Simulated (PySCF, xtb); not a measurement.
AlCl3, SMILES [Al-]([Cl])([Cl])[Cl], charge -1, multiplicity 2.

Harmonic wavenumbers (cm⁻¹) from GFN2-xTB (xtb) at its own minimum, in rising order: 23, 35, 76, 264, 384, 385.

### Question
What does PySCF with PBE-D3(BJ)/def2-SVPD give at its own minimum? (Estimate from the structure and the level; the computed values follow.)

### Answer
113, 113, 171, 354, 423, 423. Paired by order, the mean absolute difference is 72 cm⁻¹ and the zero-point energies are 1.7 and 2.3 kcal/mol.
